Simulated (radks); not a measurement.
Polarisability of neutral europium, [Xe] 4f7 6s2, at imaginary frequency. All-electron calculation, scalar-relativistic Kohn-Sham, exchange-only LDA, spin-polarised, spherical densities, finite nucleus; open shells are filled with parallel spins first (spin-orbit coupling, left out, can overturn this in heavy ions); Fermi nuclear charge, rms radius 5.1115 fm. Program: a radial shooting solver on a logarithmic mesh with Libxc functionals. Response by self-consistent Sternheimer equations with the Hartree and adiabatic exchange-only LDA kernel, the relativistic mass of each level held fixed and spin-orbit coupling left out.

| w (hartree) | alpha1(iw) (bohr^3) |
|---|---|
| 0.00266 | 188.5 |
| 0.0143 | 185.0 |
| 0.0360 | 168.1 |
| 0.0697 | 131.9 |
| 0.118 | 87.72 |
| 0.186 | 52.36 |
| 0.280 | 30.42 |
| 0.413 | 18.16 |
| 0.605 | 11.30 |
| 0.892 | 7.129 |
| 1.35 | 4.316 |
| 2.12 | 2.370 |
| 3.59 | 1.123 |
| 6.94 | 0.4190 |
| 17.5 | 0.09393 |

Static values: alpha1 = 188.6 bohr^3 (27.95 angstrom^3; uncoupled 368.0). C6 = 3022, triple-dipole C9 = 408300 atomic units. One-pole (London) frequency 4 C6 / (3 alpha1^2) = 0.113 hartree, against 0.102 for minus the highest occupied eigenvalue. Recommended static value: 184 bohr^3 (Schwerdtfeger and Nagle, 2023 table).
